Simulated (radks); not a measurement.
The numbers below are computed, except where a source is named.
Spherical jellium clusters: N electrons in a uniform positive sphere of charge N and radius rs N^(1/3), rs = 3.59 bohr. Level of theory: non-relativistic Kohn-Sham, PBEsol, spin-polarised, spherical densities (a radial shooting solver with Libxc functionals). Levels are named by radial order and angular momentum (1s, 1p, 1d, 2s, ...), and open shells are averaged over m.

N = 5, configuration 1s2 1p(up 3, down 0). This is the lowest configuration that the search found. Occupied and some empty levels:

level,occupation,eigenvalue (eV),<r> (bohr)
1s up,1,-5.0335,4.382
1s down,1,-4.2424,4.119
1p up,3,-3.2017,5.477
1p down,0,-2.1973,5.523
1d up,0,-1.1650,6.880
2s up,0,-0.92197,8.121

Energy (eV): total -7.91136, kinetic 10.746, external -127.24, Hartree 61.293, exchange-correlation -19.198, background 66.490.

Electron density:

r (bohr),n(r) (e/bohr^3)
0.213,0.005705
1.01,0.005848
1.82,0.006065
2.62,0.006114
3.42,0.005725
4.22,0.004786
5.03,0.003471
5.83,0.002152
6.63,0.001148
7.43,0.0005468
8.24,0.0002434
9.04,0.0001049
9.84,0.00004478
10.6,0.00001908
